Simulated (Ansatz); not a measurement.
As₄⁺, that is AsAsAsAs tetrahedron with one electron fewer. The state is a doublet with charge 1. Geometry PBE-D4/def2-SVP, that of the neutral singlet; atoms count from 1.

```xyz
4

As   -0.347    0.600    1.340
As    1.476   -0.305   -0.047
As   -0.783   -1.274   -0.198
As   -0.346    0.979   -1.094
```

Estimate the Mulliken populations from the PBE0/def2-TZVP orbitals of Ansatz.


```
atom  charge (e)  spin (α − β)
 As1        0.25          0.25
 As2        0.25          0.25
 As3        0.25          0.25
 As4        0.25          0.25
```
Mulliken values and Mayer orders depend strongly on the basis.

Where does the spin sit?

Summed by element: As 1.00, of 1 unpaired in all. Largest on single atoms: As1 0.25, As2 0.25, As3 0.25.

And the Mayer bond orders between bonded heavy atoms (over 0.3)?

As1–As2 0.80 (2.46 Å); As1–As3 1.05 (2.46 Å); As1–As4 1.05 (2.46 Å); As2–As3 1.05 (2.46 Å); As2–As4 1.05 (2.46 Å); As3–As4 0.80 (2.46 Å).
